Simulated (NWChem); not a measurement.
All runs are NWChem calculations. System: H3BF2O, charge 0, spin multiplicity 1, at a geometry optimised with B3LYP/def2-SVP. The structure started from a generated list of species. Level: BP86/def2-TZVP.

The NWChem input:

```
start mol
memory heap 200 mb stack 800 mb global 1000 mb
geometry units angstroms nocenter noautoz
  B     -0.439763    -0.369066     0.000000
  H     -0.693623    -1.548447     0.000000
  F     -0.639316     0.334543     1.143393
  F     -0.639316     0.334543    -1.143393
  O      1.392001    -0.369535     0.000000
  H      1.632059     0.164145     0.776024
  H      1.632059     0.164145    -0.776024
  symmetry group Cs
end
basis spherical
  * library def2-tzvp
end
dft
  xc becke88 perdew86
  semidirect memsize 60000000 filesize 0
  iterations 100
end
task dft energy
```

Part of the output:

```
             Northwest Computational Chemistry Package (NWChem) 7.3.0
             --------------------------------------------------------

                                NWChem Input Module
                                -------------------

 Scaling coordinates for geometry "geometry" by  1.889725989
 (inverse scale =  0.529177249)

 Turning off AUTOSYM since
 SYMMETRY directive was detected!

                             Geometry "geometry" -> ""
                             -------------------------

 Output coordinates in angstroms (scale by  1.889725989 to convert to a.u.)

  No.       Tag          Charge          X              Y              Z
 ---- ---------------- ---------- -------------- -------------- --------------
    1 B                    5.0000    -0.43976300    -0.36906600     0.00000000
    2 H                    1.0000    -0.69362300    -1.54844700     0.00000000
    3 F                    9.0000    -0.63931600     0.33454300     1.14339300
    4 F                    9.0000    -0.63931600     0.33454300    -1.14339300
    5 O                    8.0000     1.39200100    -0.36953500     0.00000000
    6 H                    1.0000     1.63205900     0.16414500     0.77602400
    7 H                    1.0000     1.63205900     0.16414500    -0.77602400

 Effective nuclear repulsion energy (a.u.)     124.0230847721

            Nuclear Dipole moment (a.u.)
            ----------------------------
        X                 Y               Z
 ---------------- ---------------- ----------------
     0.0000000000     0.0000132281     0.0000000000

      Symmetry information
      --------------------

 Group name             Cs
 Group number              2
 Group order               2
 No. of unique centers     5

      Symmetry unique atoms

     1    2    3    5    6


 Summary of "ao basis" -> "" (spherical)
 ------------------------------------------------------------------------------
       Tag                 Description            Shells   Functions and Types
 ---------------- ------------------------------  ------  ---------------------
 *                         def2-tzvp                  on all atoms
[...]
 Vector   17  Occ=2.000000D+00  E=-2.858742D-01  Symmetry=a'
              MO Center= -4.8D-01, -6.7D-01, -3.5D-14, r^2= 2.1D+00
   Bfn.  Coefficient  Atom+Function         Bfn.  Coefficient  Atom+Function
  ----- ------------  ---------------      ----- ------------  ---------------
    34      0.234567  2 H  s                 33      0.227702  2 H  s
    44      0.209780  3 F  py                75      0.209780  4 F  py
     7     -0.195533  1 B  py                32      0.167601  2 H  s
    47      0.164423  3 F  py                78      0.164423  4 F  py
    10     -0.147183  1 B  py               105      0.136567  5 O  px

 Vector   18  Occ=0.000000D+00  E=-3.082575D-02  Symmetry=a'
              MO Center=  1.7D+00,  2.9D-01,  6.2D-16, r^2= 3.3D+00
   Bfn.  Coefficient  Atom+Function         Bfn.  Coefficient  Atom+Function
  ----- ------------  ---------------      ----- ------------  ---------------
   104      1.009744  5 O  s                133     -0.755512  6 H  s
   139     -0.755512  7 H  s                  5     -0.281403  1 B  s
     4      0.244304  1 B  s                112      0.233756  5 O  py
   102      0.192841  5 O  s                132     -0.182414  6 H  s
   138     -0.182414  7 H  s                106      0.156520  5 O  py

 Vector   19  Occ=0.000000D+00  E= 3.951737D-02  Symmetry=a"
              MO Center=  1.7D+00,  3.0D-01, -7.2D-16, r^2= 3.6D+00
   Bfn.  Coefficient  Atom+Function         Bfn.  Coefficient  Atom+Function
  ----- ------------  ---------------      ----- ------------  ---------------
   133      1.350222  6 H  s                139     -1.350222  7 H  s
   113     -0.657536  5 O  pz               107     -0.286263  5 O  pz
   132      0.212904  6 H  s                138     -0.212904  7 H  s
   110     -0.206424  5 O  pz                14      0.160368  1 B  pz
    42     -0.142047  3 F  s                 73      0.142047  4 F  s

 Vector   20  Occ=0.000000D+00  E= 5.062188D-02  Symmetry=a'
              MO Center= -9.9D-01, -3.1D-01,  7.2D-15, r^2= 3.3D+00
   Bfn.  Coefficient  Atom+Function         Bfn.  Coefficient  Atom+Function
  ----- ------------  ---------------      ----- ------------  ---------------
     4      1.083291  1 B  s                  5     -0.803923  1 B  s
    12      0.655516  1 B  px                 9      0.478281  1 B  px
     6      0.354217  1 B  px               111      0.321470  5 O  px
    13     -0.199608  1 B  py                49     -0.196984  3 F  px
    80     -0.196984  4 F  px               104     -0.195167  5 O  s

 center of mass
 --------------
 x =  -0.11884067 y =   0.04189285 z =   0.00000000

 moments of inertia (a.u.)
 ------------------
         218.772487820583          45.889208022596           0.000000000000
          45.889208022596         375.410976789731           0.000000000000
           0.000000000000           0.000000000000         230.728576585302

     Multipole analysis of the density
     ---------------------------------

     L   x y z        total         alpha         beta         nuclear
     -   - - -        -----         -----         ----         -------
     0   0 0 0     -0.000000    -17.000000    -17.000000     34.000000

     1   1 0 0      1.398745      0.699373      0.699373      0.000000
     1   0 1 0      0.290695      0.145341      0.145341      0.000013
     1   0 0 1      0.000000      0.000000      0.000000      0.000000

     2   2 0 0    -13.967030    -59.895416    -59.895416    105.823802
     2   1 1 0      2.126848     10.961747     10.961747    -19.796646
     2   1 0 1     -0.000000     -0.000000     -0.000000      0.000000
     2   0 2 0    -18.154718    -20.218392    -20.218392     22.282067
     2   0 1 1      0.000000      0.000000      0.000000      0.000000
     2   0 0 2    -17.625964    -52.981124    -52.981124     88.336284

 Task  times  cpu:        7.4s     wall:        7.4s

 Total times  cpu:        7.5s     wall:        7.5s
```
